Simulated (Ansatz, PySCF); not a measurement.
Process, species as SMILES: O[Si]([SiH3])([SiH3])[SiH3] -> [O][Si]([SiH3])([SiH3])[SiH3] + H atom (the H-O bond at the site shown breaks; other sites are not compared here)
Each molecule is optimised on its own at B3LYP-D3(BJ)/def2-TZVP (Ansatz, a first-principles code), one conformer each, not searched for the lowest. Frequencies are from Ansatz or PySCF.
Geometry of the first species:
```xyz
15

O     -0.2888    -0.1770     2.0109
Si    -0.0599    -0.0316     0.3602
Si     2.2573    -0.0171     0.0097
Si    -0.9936     1.9605    -0.4772
Si    -1.0209    -1.8310    -0.8148
H     -1.1926    -0.1995     2.3369
H      2.8793    -1.2764     0.4850
H      2.8966     1.1295     0.6992
H      2.4967     0.1112    -1.4498
H     -2.4470     2.0198    -0.1721
H     -0.3460     3.1569     0.1152
H     -0.8227     2.0047    -1.9509
H     -0.8487    -1.6165    -2.2734
H     -0.3911    -3.1223    -0.4440
H     -2.4753    -1.9226    -0.5232
```

Property: bond dissociation energy (0 K, with B3LYP-D3(BJ) harmonic zero-point energies), in eV. Correlated levels leave the core frozen unless marked. UHF or UKS for open shells. No spin-orbit coupling. No relativistic terms. CBS marks a two-point X^-3 extrapolation of the correlation energy; Hartree-Fock from the larger set.

CCSD(T)/CBS(cc-pV(T+d)Z,cc-pV(Q+d)Z) (Ansatz) gives 4.76 eV.

Question: Another calculation gave 4.66 eV. Which level was it?
(A) r2SCAN0/def2-TZVPD (Ansatz)
(B) PBE/def2-TZVPD (Ansatz)
(C) B2GP-PLYP/def2-TZVPD (Ansatz)

Answer: C, B2GP-PLYP/def2-TZVPD (Ansatz). The others give 4.23 (PBE), 4.49 (r2SCAN0) eV.
